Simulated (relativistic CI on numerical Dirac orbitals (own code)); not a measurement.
Method of calculation: Dirac-Coulomb-Breit CI, orbitals from a KLI potential per configuration, QED by a radiative potential, unscaled Slater integrals (own radial code, finite nucleus).

The strongest absorption lines from the ground level of an ion, among the configurations computed and to levels below about 776 eV (vacuum wavelength in nm, gf): 2.1671 (0.16), 2.1809 (0.053), 2.2154 (0.0011), 2.2348 (0.053), 2.2384 (0.087), 3.7436 (0.00016), 11.418 (1.1), 19.535 (0.11).

**Question.** Which ion is it?
A. Ho37+
B. Gd34+
C. Pm29+
D. Pm31+

**Answer.** D. Pm31+ has 30 electrons and the ground level 4s² ¹S0; the strongest line goes to 4s4p ¹P°1. The pattern of lines fixes the number of electrons, and along that sequence the line energies rise steadily with the charge (about as its square where n changes within one kind of shell, about linearly where n is kept but much faster in heavy ions where fine structure, which grows about as Z⁴, sets the gap, and irregularly where shells cross), which fixes Z. Configurations outside the model, such as inner-shell arrays, can give stronger lines. At this charge energies of transitions that change n are usually good to better than 1 %, and those within a shell (Δn = 0) to a few per cent.

LS names give the leading component of a level, which can be under half, so a name can repeat, a term be missing and a line seem to break the LS rules.
